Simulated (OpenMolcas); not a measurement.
## Os2+ in a point-charge field

Os2+ among 6 point charges of -1 e arranged as a trigonal prism (D3h), 2.02 Å from the ion, with a polar angle of 55.0° against the regular 49.1°.

```
Program             : OpenMolcas
Method              : SS-CASPT2, IPEA 0.25 Eh, imaginary shift 0.1 Eh (closed shells correlated: 4f 5s 5p)
Basis               : ANO-RCC-VDZP [7s6p4d2f1g]
Scalar Hamiltonian  : DKH2, point nucleus
Active space        : 6 electrons in 5 orbitals (5d)
State averaging     : 2S+1 = 5 even, 5 roots; 2S+1 = 3 even, 45 roots; 2S+1 = 1 even, 50 roots
Spin-orbit coupling : RASSI with atomic mean-field integrals over the reference wave functions
```

The lowest spin-free states (labels of D3, the rotations of D3h), above the lowest:

```
State  Degeneracy  E (cm-1)  Free-ion L (%)
  5A1           1         0         D (100)
   5E           2      1780         D (100)
   5E           2      6560         D (100)
  3A2           1     12820          H (74)
  3A1           1     12980          H (74)
   3E           2     13050          P (33)
   3E           2     15610          H (94)
  3A2           1     16100          P (61)
   3E           2     16560          H (82)
  3A2           1     17220          H (69)
   3E           2     18040          F (77)
  3A1           1     18540          G (96)
  1A1           1     19210          I (75)
   3E           2     19440          G (93)
  1A1           1     19470          G (76)
  1A2           1     19610          G (75)
   3E           2     19820          H (43)
   1E           2     21020          I (85)
   3E           2     21200          G (65)
   3E           2     21290         H (100)
```

The lowest levels with spin-orbit coupling:

| E (cm-1) | Degeneracy | Label | 2S+1 | g |
| --- | --- | --- | --- | --- |
| 0 | 1 | A1 | 5 (87 %) |  |
| 39 | 2 | E | 5 (87 %) | 0.00 0.00 11.63 |
| 230 | 2 | E | 5 (88 %) | 0.00 0.00 3.52 |
| 300 | 2 | E | 5 (81 %) | 0.00 0.00 6.54 |
| 900 | 1 | A1 | 5 (83 %) |  |
| 910 | 1 | A2 | 5 (83 %) |  |
| 3830 | 2 | E | 5 | 0.00 0.00 5.29 |
| 4380 | 2 | E | 5 (82 %) | 0.00 0.00 0.73 |
| 4570 | 1 | A1 | 5 (68 %) |  |
| 5940 | 1 | A2 | 5 (88 %) |  |
| 7370 | 2 | E | 5 (69 %) | 0.00 0.00 5.65 |
| 7400 | 1 | A1 | 5 (87 %) |  |
| 7400 | 1 | A2 | 5 (87 %) |  |
| 8760 | 2 | E | 5 (75 %) | 0.00 0.00 3.63 |
| 9870 | 2 | E | 5 (81 %) | 0.00 0.00 3.55 |
| 9950 | 1 | A1 | 5 (79 %) |  |
| 10000 | 1 | A2 | 5 (88 %) |  |
| 11820 | 1 | A1 | 3 (64 %) |  |
| 11940 | 1 | A2 | 3 (64 %) |  |
| 12070 | 2 | E | 3 (72 %) | 0.00 0.00 5.29 |

Powder χT (cm3 K/mol): 0.0566 at 2 K, 0.313 at 10 K, 2.56 at 50 K, 3.57 at 100 K, 4.2 at 200 K, 4.41 at 300 K. The effective moment at 300 K is 2.828 √(χT) = 5.94 μB.

Roots that are degenerate in the reference are averaged as groups; the widest CASPT2 spread within a group is 160 cm-1 (the 2-fold group of multiplicity 1 near 23500 cm-1 above the lowest state of its run). Shifts and gaps below about the spread of the groups concerned are not significant. Point charges give a weaker field than real ligands, and real ions of this kind are as a rule low spin; the high spin found here belongs to the model. Free-ion shares, where given, are those of the reference states; single-state CASPT2 does not remix them. Point charges carry no covalency, so the field is a model and not that of real ligands. No measured value stands beside these numbers.

With an even number of electrons the g values are those of a degenerate or nearly degenerate non-Kramers pair.
